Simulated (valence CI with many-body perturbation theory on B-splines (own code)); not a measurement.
P I: electric-dipole lines

Computed by configuration interaction combined with many-body perturbation theory (CI+MBPT): five valence electrons over a frozen Dirac-Fock core [Ne], a basis of 9 s, 9 p, 8 d, 6 f, 3 g, 1 h functions for each j, with the one-electron correlation potential Σ1, the two-electron term Σ2, the three-electron term Σ3, Breit, model QED; selected CI, second order for the rest, scaled by the run's own slope (own B-spline code, finite nucleus).

Set against measurement, 25 paired levels are off by 56 cm⁻¹ on average, the worst by 186. These come from a selection out of the NIST Handbook of Basic Atomic Spectroscopic Data. Levels without a partner in it may be off by more. Among the levels kept, up to 2600 cm⁻¹ of a level comes from second order outside the variational space, and about a tenth of that is noise between levels of different J, which matters for small intervals.

Lines 151 to 200 of 293 in falling wavelength, among levels below 75161 cm⁻¹, chosen from the strongest by gf and those to the six lowest levels. Wavelengths and rates use the calculated energies, so an error of 60 cm⁻¹ moves a line at 9161 Å by 0.55 % and its rate by three times that or more. Electric multipoles are in the length gauge, E1 and E2 with the static RPA response of the core. Weak lines are less certain than strong ones. Lines between different terms over intervals too small for the method are left out, as are lines whose strength nearly cancels. Where a level lies close to another of its J and parity, the split of strength between their lines is uncertain. The highest levels of a list are the least certain.

Names give the largest LS component (configuration and term), which can be under half, so a name can repeat, a term be missing and a line seem to break the LS rules; names also repeat where a configuration has a term twice. Letters in brackets count levels of one name in rising energy.

```tsv
λ vac (Å)	λ from measured levels	Upper	Lower	A (s⁻¹)	log gf	Branch %
9161	9178	3s2.3p2.4p 4S°_3/2	3s2.3p2.4s 4P_1/2	1.21e+06	-1.22	3.8
9136	9196	3s2.3p2.4p 2D°_3/2 [a]	3s2.3p2.4s 4P_1/2	1.80e+04	-3.04	0.1
8301		3s2.3p2.4p 2P°_1/2	3s2.3p2.4s 4P_1/2	8.57e+01	-5.75	0.0
8188		3s2.3p2.4p 2P°_3/2	3s2.3p2.4s 4P_1/2	1.82e+02	-5.14	0.0
6153		3s2.3p2.4p 2D°_5/2 [b]	3s2.3p2.4s 2P_3/2	1.62e+06	-1.26	8.2
6048		3s2.3p2.4p 2D°_3/2 [b]	3s2.3p2.4s 2P_1/2	1.14e+06	-1.60	6.2
5408		3s2.3p2.4p 2D°_3/2 [b]	3s2.3p2.4s 4P_1/2	5.71e+01	-6.00	0.0
5214		3s2.3p2.5p 2S°_1/2	3s2.3p2.4s 4P_1/2	5.02e+04	-3.39	1.5
2707	2689	3s2.3p2.4s 4P_1/2	3s2.3p3 2P°_3/2	6.85e+04	-3.82	0.0
2701	2687	3s2.3p2.4s 4P_1/2	3s2.3p3 2P°_1/2	2.38e+04	-4.28	0.0
2693	2678	3s2.3p2.4s 4P_3/2	3s2.3p3 2P°_3/2	1.17e+05	-3.29	0.1
2687	2676	3s2.3p2.4s 4P_3/2	3s2.3p3 2P°_1/2	2.38e+04	-3.99	0.0
2675	2660	3s2.3p2.4s 4P_5/2	3s2.3p3 2P°_3/2	1.39e+00	-8.05	0.0
2571	2556	3s2.3p2.4s 2P_1/2	3s2.3p3 2P°_3/2	2.53e+07	-1.30	6.8
2565	2554	3s2.3p2.4s 2P_1/2	3s2.3p3 2P°_1/2	5.73e+07	-0.95	15.5
2550	2536	3s2.3p2.4s 2P_3/2	3s2.3p3 2P°_3/2	7.50e+07	-0.53	20.2
2544	2535	3s2.3p2.4s 2P_3/2	3s2.3p3 2P°_1/2	1.58e+07	-1.21	4.3
2467	2452	3s.3p4 4P_5/2	3s2.3p3 2P°_3/2	2.05e+03	-4.95	0.1
2457	2441	3s.3p4 4P_3/2	3s2.3p3 2P°_3/2	1.31e+02	-6.32	0.0
2452	2439	3s.3p4 4P_3/2	3s2.3p3 2P°_1/2	2.26e+02	-6.09	0.0
2451	2435	3s.3p4 4P_1/2	3s2.3p3 2P°_3/2	1.72e+03	-5.51	0.0
2446	2433	3s.3p4 4P_1/2	3s2.3p3 2P°_1/2	9.00e+02	-5.79	0.0
2253	2243	3s2.3p2.4s 4P_1/2	3s2.3p3 2D°_3/2	4.26e+05	-3.19	0.2
2245	2236	3s2.3p2.4s 4P_3/2	3s2.3p3 2D°_5/2	6.14e+05	-2.73	0.3
2243	2236	3s2.3p2.4s 4P_3/2	3s2.3p3 2D°_3/2	1.41e+05	-3.37	0.1
2232	2224	3s2.3p2.4s 4P_5/2	3s2.3p3 2D°_5/2	9.92e+04	-3.35	0.0
2231	2223	3s2.3p2.4s 4P_5/2	3s2.3p3 2D°_3/2	6.23e+03	-4.55	0.0
2161	2155	3s2.3p2.4s 2D_3/2	3s2.3p3 2P°_3/2	9.74e+06	-1.56	3.6
2160	2155	3s2.3p2.4s 2D_5/2	3s2.3p3 2P°_3/2	3.45e+07	-0.84	12.5
2158	2150	3s2.3p2.4s 2P_1/2	3s2.3p3 2D°_3/2	2.87e+08	-0.40	77.6
2157	2154	3s2.3p2.4s 2D_3/2	3s2.3p3 2P°_1/2	2.82e+07	-1.10	10.3
2144	2137	3s2.3p2.4s 2P_3/2	3s2.3p3 2D°_5/2	2.59e+08	-0.15	69.6
2143	2136	3s2.3p2.4s 2P_3/2	3s2.3p3 2D°_3/2	2.16e+07	-1.23	5.8
2085	2077	3s.3p4 4P_5/2	3s2.3p3 2D°_5/2	2.24e+03	-5.06	0.1
2084	2076	3s.3p4 4P_5/2	3s2.3p3 2D°_3/2	2.46e+02	-6.02	0.0
2078	2069	3s.3p4 4P_3/2	3s2.3p3 2D°_5/2	2.62e+03	-5.17	0.1
2077	2068	3s.3p4 4P_3/2	3s2.3p3 2D°_3/2	1.40e+03	-5.44	0.0
2073	2064	3s.3p4 4P_1/2	3s2.3p3 2D°_3/2	9.97e+02	-5.89	0.0
2038		3s2.3p2.3d 2P_3/2	3s2.3p3 2P°_3/2	6.82e+07	-0.77	79.0
2035		3s2.3p2.3d 2P_3/2	3s2.3p3 2P°_1/2	1.56e+07	-1.41	18.1
2029		3s2.3p2.3d 2P_1/2	3s2.3p3 2P°_3/2	2.77e+07	-1.47	32.2
2026		3s2.3p2.3d 4F_3/2	3s2.3p3 2P°_3/2	2.06e+05	-3.30	15.6
2026		3s2.3p2.3d 2P_1/2	3s2.3p3 2P°_1/2	5.69e+07	-1.15	66.2
2023		3s2.3p2.3d 4F_3/2	3s2.3p3 2P°_1/2	8.98e+03	-4.66	0.7
2021		3s2.3p2.3d 4F_5/2	3s2.3p3 2P°_3/2	2.76e+03	-4.99	0.2
1962		3s2.3p2.3d 4D_1/2	3s2.3p3 2P°_3/2	1.73e+05	-3.70	5.4
1960		3s2.3p2.3d 4D_3/2	3s2.3p3 2P°_3/2	9.33e+04	-3.67	2.4
1959		3s2.3p2.3d 4D_1/2	3s2.3p3 2P°_1/2	3.58e+05	-3.39	11.2
1958		3s2.3p2.3d 4D_5/2	3s2.3p3 2P°_3/2	4.66e+04	-3.79	0.8
1957		3s2.3p2.3d 4D_3/2	3s2.3p3 2P°_1/2	1.08e+05	-3.61	2.8
```
